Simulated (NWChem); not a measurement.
# SiH$_{3}$F; SMILES [SiH3]F

```xyz
5

Si     0.0000     0.0000    -0.5077
F      0.0000     0.0000     1.1169
H      0.9981     0.9981    -0.9815
H      0.3653    -1.3634    -0.9815
H     -1.3634     0.3653    -0.9815
```
Atoms are numbered in this order, from 1.

All runs: NWChem. Coordinates come from a PBE0/def2-SVP optimisation.

For level Hartree-Fock/aug-cc-pVTZ:

| Item | Result |
|---|---|
| orbital gap (eV) | 14.24 |

What are these values for level Hartree-Fock/cc-pVTZ?

The orbital gap (eV) is 16.58.
